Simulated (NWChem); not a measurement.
## Correlation energy of MgO

```xyz
2

Mg     0.0000     0.0000     0.6990
O      0.0000     0.0000    -1.0486
```
Charge 0, spin multiplicity 1.

Everything below was run with NWChem. All single points use one geometry, from PBE0/def2-SVP, a minimum by its harmonic frequencies.

Basis set: 6-311G**. Each correlation energy counts from its own Hartree-Fock reference.

The correlated methods keep 6 core orbitals frozen. The Pople sets run with spherical d functions. The structure started from a generated list of species. Coupled-cluster values serve here as a point of comparison, not as the truth.

For the correlation energy, MP2 gives -283.2 mHa and SCS-MP2 gives -274.7 mHa. What do CCSD, CCSD+T(CCSD), CCSD(T) give?

CCSD: -267.7 mHa; CCSD+T(CCSD): -295.6 mHa; CCSD(T): -288.1 mHa.
